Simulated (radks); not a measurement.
Values are calculated unless marked as measured or tabulated.
Spin polarisation of the 4p3 shell in As. Start: [Ar] 3d10 4s2 4p(up 1.5, down 1.5); electrons of 4p are moved from spin down to spin up, other shells keep equal spins. Code: a radial shooting solver on a logarithmic mesh with Libxc functionals. Model: scalar-relativistic Kohn-Sham, BLYP, spin-polarised, spherical densities, finite nucleus; Fermi nuclear charge, rms radius of each element as measured or else 0.836 A^(1/3) + 0.57 fm.

\begin{tabular}{lrrrr}
moment (Bohr magnetons) & E - E(0) (eV) & e(4p up) (eV) & e(4p down) (eV) & 4s down minus up (eV) \\ \hline
0 & 0.000 & -5.066 & -5.066 & 0.000 \\
0.75 & -0.087 & -5.276 & -4.811 & 0.496 \\
1.5 & -0.346 & -5.436 & -4.524 & 0.975 \\
2.25 & -0.768 & -5.542 & -4.213 & 1.425 \\
3 & -1.340 & -5.600 & -3.872 & 1.847 \\
\end{tabular}

At moment 3 the spin-polarisation energy is -1.340 eV and the 4p exchange splitting 1.728 eV, that is 0.576 eV per Bohr magneton; E = -I m^2/4 would give I = 0.596 eV.
